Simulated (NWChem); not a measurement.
System: MoSOF$_{2}$; SMILES [O]=[Mo]([F])([F])=[S]

Here is an NWChem input.

```
start job
memory heap 200 mb stack 900 mb global 1100 mb
geometry units angstroms noautoz
  Mo     0.026536    -0.191138     0.000000
  O      1.615451    -0.659006     0.000000
  S      0.002305     1.908641     0.000000
  F     -0.787160    -0.796169     1.527033
  F     -0.787160    -0.796169    -1.527033
end
basis spherical
  * library def2-svp
end
ecp
  Mo library def2-ecp
end
dft
  xc xpbe96 cpbe96
  iterations 150
  mulliken
end
task dft energy
```

NWChem printed, in part:

```
             Northwest Computational Chemistry Package (NWChem) 7.3.0
             --------------------------------------------------------

 CS  symmetry detected

                             Geometry "geometry" -> ""
                             -------------------------

 Output coordinates in angstroms (scale by  1.889725989 to convert to a.u.)

  No.       Tag          Charge          X              Y              Z
 ---- ---------------- ---------- -------------- -------------- --------------
    1 Mo                  42.0000     0.04439626     0.22306177     0.00000000
    2 O                    8.0000     1.66375365     0.57124705     0.00000000
    3 S                   16.0000    -0.13621172    -1.86907583     0.00000000
    4 F                    9.0000    -0.72196026     0.88703570     1.52703300
    5 F                    9.0000    -0.72196026     0.88703570    -1.52703300

 Effective nuclear repulsion energy (a.u.)     605.6009362406

      Symmetry information
      --------------------

 Group name             Cs
 Group number              2
 Group order               2
 No. of unique centers     4

 Summary of "ao basis" -> "ao basis" (spherical)
 ------------------------------------------------------------------------------
       Tag                 Description            Shells   Functions and Types
 ---------------- ------------------------------  ------  ---------------------
 Mo                         def2-svp                11       31   5s3p2d1f
 O                          def2-svp                 6       14   3s2p1d
 S                          def2-svp                 8       18   4s3p1d
 F                          def2-svp                 6       14   3s2p1d

      Symmetry analysis of basis
      --------------------------

        a'         58
        a"         33

            General Information
            -------------------
          SCF calculation type: DFT
          Wavefunction type:  closed shell.
          No. of atoms     :     5
          No. of electrons :    56
           Alpha electrons :    28
            Beta electrons :    28
          Charge           :     0
          Spin multiplicity:     1
          Use of symmetry is: on ; symmetry adaption is: on
          Maximum number of iterations: 150
          AO basis - number of functions:    91
                     number of shells:    37
          Convergence on energy requested:  1.00D-06
          Convergence on density requested:  1.00D-05
          Convergence on gradient requested:  5.00D-04

              XC Information
              --------------
          PerdewBurkeErnzerhof Exchange Functional  1.000
            Perdew 1991 LDA Correlation Functional  1.000 local
           PerdewBurkeErnz. Correlation Functional  1.000 non-local

             Grid Information
             ----------------
          Grid used for XC integration:  medium
          Radial quadrature: Mura-Knowles
          Angular quadrature: Lebedev.
          Tag              B.-S. Rad. Rad. Pts. Rad. Cut. Ang. Pts.
          ---              ---------- --------- --------- ---------
          Mo                  1.45      123           8.0       590
          O                   0.60       49           8.0       434
          S                   1.00       88          10.0       590
          F                   0.50       49           9.0       434
          Grid pruning is: on
          Number of quadrature shells:   309
          Spatial weights used:  Erf1

      Superposition of Atomic Density Guess
      -------------------------------------

 Sum of atomic energies:        -747.91548299

      Non-variational initial energy
      ------------------------------

 Total energy =    -738.068174
 1-e energy   =   -1593.911122
 2-e energy   =     580.201027
 HOMO         =      -0.348973
 LUMO         =      -0.045032

      Symmetry analysis of molecular orbitals - initial
      -------------------------------------------------

  Numbering of irreducible representations:

     1 a'          2 a"

  Orbital symmetries:

     1 a'          2 a'          3 a"          4 a'          5 a'
     6 a'          7 a'          8 a"          9 a'         10 a'
    11 a"         12 a'         13 a'         14 a"         15 a'
    16 a'         17 a'         18 a"         19 a"         20 a'
    21 a'         22 a"         23 a'         24 a"         25 a'
    26 a'         27 a"         28 a'         29 a'         30 a"
    31 a'         32 a"         33 a'         34 a'         35 a"
    36 a'         37 a'         38 a'

     ---------------------------------------------
      Total Density - Mulliken Population Analysis
     ---------------------------------------------

    Atom       Charge   Shell Charges
 -----------   ------   -------------------------------------------------------
    1 Mo  14    10.89  -0.39  1.55  0.87  0.24  0.04  5.95  0.28  0.10  1.81  0.35  0.08
    2 O    8     9.04   1.99  1.16  0.75  3.16  1.97  0.01
    3 S   16    16.79   2.00  1.99  1.24  0.65  5.94  1.94  2.99  0.03
    4 F    9     9.64   1.99  1.15  0.81  3.53  2.16  0.00
    5 F    9     9.64   1.99  1.15  0.81  3.53  2.16  0.00

   convergence    iter        energy       DeltaE   RMS-Dens  Diis-err
 ---------------- ----- ----------------- --------- --------- ---------
 d= 0,ls=0.0,diis     1   -740.0998479392 -1.02D+03  7.36D-02  5.01D+00
 d= 0,ls=0.0,diis     2   -729.1299411753  1.10D+01  6.64D-02  6.22D+01
 d= 0,ls=0.0,diis     3   -739.3888002999 -1.03D+01  2.02D-02  1.50D+01
 d= 0,ls=0.0,diis     4   -740.7608882317 -1.37D+00  2.55D-03  1.34D-01
 d= 0,ls=0.0,diis     5   -740.7708809195 -9.99D-03  2.41D-03  1.90D-02
  Resetting Diis
 d= 0,ls=0.0,diis     6   -740.7671086555  3.77D-03  1.81D-03  4.26D-02
 d= 0,ls=0.0,diis     7   -740.7729922861 -5.88D-03  1.89D-03  1.67D-03
 d= 0,ls=0.0,diis     8   -740.7664846790  6.51D-03  1.65D-03  4.78D-02
 d= 0,ls=0.0,diis     9   -740.7731790884 -6.69D-03  1.61D-04  4.13D-04
 d= 0,ls=0.0,diis    10   -740.7732175334 -3.84D-05  6.04D-05  9.85D-05
 d= 0,ls=0.0,diis    11   -740.7732255833 -8.05D-06  1.90D-05  9.11D-06
 d= 0,ls=0.0,diis    12   -740.7732266276 -1.04D-06  4.55D-06  6.90D-07
 d= 0,ls=0.0,diis    13   -740.7732267044 -7.68D-08  9.13D-07  2.53D-08

         Total DFT energy =     -740.773226704412
      One electron energy =    -1596.475844309131
           Coulomb energy =      642.642685426070
    Exchange-Corr. energy =      -62.581988049733
 Nuclear repulsion energy =      275.641920228383

 Numeric. integr. density =       55.999999168431

                  Occupations of the irreducible representations
                  ----------------------------------------------

                     irrep           alpha         beta
                     --------     --------     --------
                     a'               19.0         19.0
                     a"                9.0          9.0

                       DFT Final Molecular Orbital Analysis
                       ------------------------------------

 Vector   26  Occ=2.000000D+00  E=-3.199578D-01  Symmetry=a'
              MO Center=  3.9D-02, -1.2D+00,  9.9D-13, r^2= 3.0D+00
   Bfn.  Coefficient  Atom+Function         Bfn.  Coefficient  Atom+Function
  ----- ------------  ---------------      ----- ------------  ---------------
    57      0.397916  3 S  py                54      0.369893  3 S  py
    17     -0.267898  1 Mo d  0               2     -0.237951  1 Mo s
    19     -0.227931  1 Mo d  2               4      0.222529  1 Mo s
    51      0.210318  3 S  py                49     -0.200439  3 S  s
    36     -0.187522  2 O  py                 7      0.174317  1 Mo py

 Vector   27  Occ=2.000000D+00  E=-2.873657D-01  Symmetry=a"
              MO Center= -1.3D-01, -1.1D+00,  1.3D-12, r^2= 2.6D+00
   Bfn.  Coefficient  Atom+Function         Bfn.  Coefficient  Atom+Function
  ----- ------------  ---------------      ----- ------------  ---------------
    58      0.490572  3 S  pz                55      0.384229  3 S  pz
    16     -0.322449  1 Mo d -1              52      0.218061  3 S  pz
     8     -0.150632  1 Mo pz                69      0.120319  4 F  pz
    83      0.120319  5 F  pz                11      0.116738  1 Mo pz
    68     -0.110918  4 F  py                82      0.110918  5 F  py

 Vector   28  Occ=2.000000D+00  E=-2.624320D-01  Symmetry=a'
              MO Center=  2.0D-01, -1.2D+00, -1.8D-12, r^2= 2.8D+00
   Bfn.  Coefficient  Atom+Function         Bfn.  Coefficient  Atom+Function
  ----- ------------  ---------------      ----- ------------  ---------------
    56      0.518423  3 S  px                53      0.393496  3 S  px
    36      0.256117  2 O  py                50      0.222566  3 S  px
    39      0.193120  2 O  py                35     -0.176818  2 O  px
    15     -0.151599  1 Mo d -2              38     -0.124044  2 O  px
    57     -0.121147  3 S  py                 6     -0.118655  1 Mo px

 Vector   29  Occ=0.000000D+00  E=-1.537333D-01  Symmetry=a'
              MO Center= -2.5D-03,  2.3D-02, -2.9D-13, r^2= 2.4D+00
   Bfn.  Coefficient  Atom+Function         Bfn.  Coefficient  Atom+Function
  ----- ------------  ---------------      ----- ------------  ---------------
    15      0.575606  1 Mo d -2              17      0.576106  1 Mo d  0
    56      0.280889  3 S  px                36     -0.193503  2 O  py
    53      0.167709  3 S  px                39     -0.163691  2 O  py
    57      0.159434  3 S  py                68     -0.153234  4 F  py
    82     -0.153234  5 F  py                67      0.135109  4 F  px

[...]
```

Level: PBE/def2-SVP with def2 effective core potentials on Mo. The geometry was optimised at PBE0/def2-SVP. def2 effective core potentials on Mo; no spin-orbit coupling.
